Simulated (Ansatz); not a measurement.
H5AlGeO3 (SMILES [OH][Al]([OH])[O][GeH3]), singlet, at a GFN2-xTB geometry (such geometries of metal compounds can be far from the true shape), with bond 7-1 at 1.8 times its length; CASSCF(2,2)/STO-3G (Ansatz, a quantum-chemistry and plane-wave program).

Input for Ansatz:
Ansatz 0.2 input:
```yaml
crystal:
  periodic: [false, false, false]
  atoms:
    - {symbol: Ge, position_ang: [1.76326776, -0.23111299, 0.26278977]}
    - {symbol: O, position_ang: [0.07612504, -0.01026237, 0.00599907]}
    - {symbol: Al, position_ang: [-1.57381175, 0.20591482, -0.23493675]}
    - {symbol: O, position_ang: [-2.19770607, 1.69405838, -0.57717702]}
    - {symbol: O, position_ang: [-2.62519911, -1.06106139, -0.13765988]}
    - {symbol: H, position_ang: [2.46391786, 0.95803954, -0.33265656]}
    - {symbol: H, position_ang: [2.13680065, -0.37957400, 2.93655668]}
    - {symbol: H, position_ang: [2.15161441, -1.50845987, -0.42700416]}
    - {symbol: H, position_ang: [-1.93034670, 2.59449650, -0.69975429]}
    - {symbol: H, position_ang: [-2.64674580, -1.99363890, 0.02680700]}
basis:
  gaussian:
    orbitals: STO-3G
hamiltonian:
  xc: hf
magnetization: {spin_polarized: false}
correlation: {active_space: {window: {electrons: 2, orbitals: 2}}}
```

Output, abridged:

```
Functional definition: HF
561 factors; integrals over basis functions are off by at most 3.7e-5 eV
mean field evaluation 1: about -68433.9335 eV, gradient 3.5e1 eV
mean field evaluation 2: about -68433.9922 eV, gradient 3.5e1 eV
mean field evaluation 4: about -68439.0224 eV, gradient 1.6e0 eV
mean field evaluation 8: about -68439.0377 eV, gradient 2.9e-4 eV
mean field -68439.03765323 eV, -2515.0882441104 hartree, gradient 2.5e-6 eV, S^2 0.000000; 0 other end points of the search recorded, 0 dependent functions left out
reference -68439.03765323 eV, -2515.0882441104 hartree; 37, 37 occupied and 10, 10 virtual orbitals, 561 factors
state -68441.49678807 eV, -2515.1786156487 hartree
Total energy: -68441.49678807 eV, -2515.1786156487 hartree
```
